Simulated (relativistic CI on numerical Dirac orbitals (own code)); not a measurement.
# Energy levels of Zr²⁰⁺

These numbers are calculated, not measured: Dirac-Coulomb-Breit CI, orbitals from a KLI potential per configuration, QED by a radiative potential, unscaled Slater integrals (own radial code, finite nucleus).

Configurations in the expansion (outside the closed core [Ne]): 3s²3p⁶3d², 3s²3p⁵3d³, 3s3p⁶3d³, 3s²3p⁶3d4s, 3s²3p⁶3d4p, 3s²3p⁶3d4d, 3s²3p⁶3d4f, 3s²3p⁵3d²4s, 3s²3p⁵3d²4p, 3s²3p⁶4s², 3s²3p⁶4s4p, 3s²3p⁵3d²4d, 3s²3p⁶3d5s, 3s3p⁶3d²4s, 3s²3p⁶4p², 3s²3p⁶4s4d, 3s²3p⁶3d5p, 3s3p⁶3d²4p, 3s²3p⁶3d5d, 3s²3p⁶4p4d, 3s²3p⁶3d5f, 3s²3p⁶3d5g, 3s²3p⁶3d6s, 3s²3p⁶3d6p, 3s²3p⁶3d6f, 3p⁶3d⁴, 3p⁵3d⁵, 3p⁶3d³4s, 3p⁵3d⁴4s. Double excitations out of closed p, d and f shells are left out; levels of such configurations are missing from the list, as are those of other unlisted configurations, and high levels can miss mixing partners. These lack a partner that the ground configuration has and come out too high: 3s²3p⁵3d²4p, 3s²3p⁵3d²4d.

The lowest level is 3s²3p⁶3d² ³F2, with 94 % of that term; Hund's rules for 3s²3p⁶3d² give ³F with J = 2, in agreement.

| No. | Configuration | Term | J | E (cm⁻¹) | % | Next component (%) | jj configuration (%) |
| --- | --- | --- | --- | --- | --- | --- | --- |
| 1 | 3s²3p⁶3d² | ³F | 2 | 0 | 94 | 6 ¹D | 3d3/2^2 (87) |
| 2 | 3s²3p⁶3d² | ³F | 3 | 20486 | 100 |  | 3d3/2 3d5/2 (100) |
| 3 | 3s²3p⁶3d² | ³F | 4 | 39667 | 96 | 4 ¹G | 3d5/2^2 (62) |
| 4 | 3s²3p⁶3d² | ³P | 0 | 60598 | 96 | 4 ¹S | 3d3/2^2 (77) |
| 5 | 3s²3p⁶3d² | ¹D | 2 | 61516 | 57 | 37 ³P | 3d3/2 3d5/2 (84) |
| 6 | 3s²3p⁶3d² | ³P | 1 | 71094 | 100 |  | 3d3/2 3d5/2 (100) |
| 7 | 3s²3p⁶3d² | ³P | 2 | 93230 | 62 | 36 ¹D | 3d5/2^2 (95) |
| 8 | 3s²3p⁶3d² | ¹G | 4 | 97020 | 96 | 4 ³F | 3d3/2 3d5/2 (62) |
| 9 | 3s²3p⁶3d² | ¹S | 0 | 204828 | 96 | 4 ³P | 3d5/2^2 (77) |
| 10 | 3s²3p⁵3d³ | ⁵D° | 2 | 887374 | 50 | 39 ⁵F° | 3p3/2^3 3d3/2^3 (40) |
| 11 | 3s²3p⁵3d³ | ⁵D° | 1 | 889345 | 69 | 24 ⁵F° | 3p3/2^3 3d3/2^3 (47) |
| 12 | 3s²3p⁵3d³ | ⁵F° | 3 | 891806 | 47 | 43 ⁵D° | 3p3/2^3 3d3/2^2 3d5/2 (74) |
| 13 | 3s²3p⁵3d³ | ⁵D° | 0 | 894157 | 97 | 3 ³P° | 3p3/2^3 3d3/2^2 3d5/2 (48) |
| 14 | 3s²3p⁵3d³ | ⁵F° | 4 | 901219 | 52 | 35 ⁵D° | 3p3/2^3 3d3/2 3d5/2^2 (58) |
| 15 | 3s²3p⁵3d³ | ⁵S° | 2 | 903530 | 87 | 7 ⁵P° | 3p3/2^3 3d3/2^2 3d5/2 (46) |
| 16 | 3s²3p⁵3d³ | ⁵F° | 5 | 919171 | 61 | 36 ⁵G° | 3p3/2^3 3d3/2 3d5/2^2 (59) |
| 17 | 3s²3p⁵3d³ | ⁵F° | 1 | 925075 | 51 | 27 ⁵D° | 3p3/2^3 3d3/2^2 3d5/2 (65) |
| 18 | 3s²3p⁵3d³ | ⁵D° | 2 | 925312 | 34 | 23 ³F° | 3p3/2^3 3d3/2^2 3d5/2 (60) |
| 19 | 3s²3p⁵3d³ | ⁵D° | 3 | 928009 | 37 | 20 ³F° | 3p3/2^3 3d3/2 3d5/2^2 (34) |
| 20 | 3s²3p⁵3d³ | ⁵D° | 4 | 929251 | 48 | 23 ⁵G° | 3p3/2^3 3d3/2^2 3d5/2 (54) |
| 21 | 3s²3p⁵3d³ | ⁵G° | 6 | 941334 | 92 | 8 ³H° | 3p3/2^3 3d3/2 3d5/2^2 (51) |
| 22 | 3s²3p⁵3d³ | ³G° | 3 | 957611 | 62 | 16 ³F° | 3p3/2^3 3d3/2^2 3d5/2 (56) |
| 23 | 3s²3p⁵3d³ | ⁵G° | 5 | 961163 | 45 | 29 ⁵F° | 3p3/2^3 3d3/2 3d5/2^2 (49) |
| 24 | 3s²3p⁵3d³ | ³G° | 4 | 961693 | 49 | 23 ⁵G° | 3p3/2^3 3d3/2^2 3d5/2 (52) |
| 25 | 3s²3p⁵3d³ | ³F° | 2 | 963210 | 55 | 15 ³D° | 3p3/2^3 3d3/2 3d5/2^2 (77) |
| 26 | 3s²3p⁵3d³ | ³P° | 2 | 974564 | 49 | 21 ³D° | 3p3/2^3 3d3/2 3d5/2^2 (36) |
| 27 | 3s²3p⁵3d³ | ³F° | 3 | 977933 | 34 | 20 ⁵D° | 3p3/2^3 3d3/2^2 3d5/2 (50) |
| 28 | 3s²3p⁵3d³ | ³F° | 4 | 981605 | 28 | 27 ⁵D° | 3p3/2^3 3d3/2^2 3d5/2 (45) |
| 29 | 3s²3p⁵3d³ | ³P° | 1 | 984796 | 64 | 16 ³S° | 3p3/2^3 3d3/2 3d5/2^2 (42) |
| 30 | 3s²3p⁵3d³ | ³D° | 3 | 987237 | 75 | 12 ⁵D° | 3p3/2^3 3d3/2 3d5/2^2 (51) |
| 31 | 3s²3p⁵3d³ | ³G° | 5 | 990911 | 55 | 34 ³H° | 3p3/2^3 3d3/2^2 3d5/2 (55) |
| 32 | 3s²3p⁵3d³ | ¹G° | 4 | 993616 | 41 | 31 ³G° | 3p3/2^3 3d3/2^2 3d5/2 (53) |
| 33 | 3s²3p⁵3d³ | ³H° | 6 | 995568 | 56 | 28 ³I° | 3p3/2^3 3d3/2^2 3d5/2 (69) |
| 34 | 3s²3p⁵3d³ | ³D° | 2 | 1001746 | 47 | 20 ³P° | 3p3/2^3 3d3/2^2 3d5/2 (59) |
| 35 | 3s²3p⁵3d³ | ³P° | 0 | 1004228 | 69 | 20 ¹S° | 3p3/2^3 3d3/2^3 (57) |
| 36 | 3s²3p⁵3d³ | ³I° | 7 | 1012287 | 100 |  | 3p3/2^3 3d3/2 3d5/2^2 (100) |
| 37 | 3s²3p⁵3d³ | ⁵G° | 2 | 1013139 | 62 | 29 ³F° | 3p3/2^3 3d3/2^2 3d5/2 (31) |
| 38 | 3s²3p⁵3d³ | ³D° | 3 | 1013664 | 52 | 22 ³F° | 3p3/2^3 3d3/2 3d5/2^2 (50) |
| 39 | 3s²3p⁵3d³ | ³P° | 0 | 1015478 | 71 | 27 ¹S° | 3p3/2^3 3d5/2^3 (63) |
| 40 | 3s²3p⁵3d³ | ³D° | 1 | 1020286 | 34 | 20 ³P° | 3p3/2^3 3d3/2 3d5/2^2 (42) |
| 41 | 3s²3p⁵3d³ | ³H° | 5 | 1023849 | 51 | 29 ¹H° | 3p3/2^3 3d3/2 3d5/2^2 (62) |
| 42 | 3s²3p⁵3d³ | ³P° | 1 | 1025488 | 34 | 16 ⁵D° | 3p3/2^3 3d3/2^2 3d5/2 (54) |
| 43 | 3s²3p⁵3d³ | ³F° | 4 | 1025845 | 79 | 8 ¹G° | 3p3/2^3 3d3/2 3d5/2^2 (59) |
| 44 | 3s²3p⁵3d³ | ³I° | 6 | 1030930 | 45 | 43 ³H° | 3p3/2^3 3d5/2^3 (51) |
| 45 | 3s²3p⁵3d³ | ⁵P° | 3 | 1032588 | 43 | 18 ³F° | 3p3/2^3 3d3/2 3d5/2^2 (53) |

Energies count from the lowest computed level; ° marks odd parity. Filled j subshells are mostly left out of the jj labels.

The mean weight of the leading LS term, summed over parents, in these 45 levels is 63 %, and that of the leading jj configuration (from the same eigenvectors) 60 %.

At this charge energies of transitions that change n are usually good to better than 1 %, and those within a shell (Δn = 0) to a few per cent. Terms inside the open d or f shell come out 10 to 20 % too wide with unscaled integrals.

Landé's interval rule says that E(J) − E(J−1) = AJ with one A. For the ground term the intervals give A = 6828.7, 4795.3 cm⁻¹ for J = 3, 4; the multiplet is regular.

LS names give the leading component of a level, which can be under half, so a name can repeat, a term be missing and a line seem to break the LS rules.
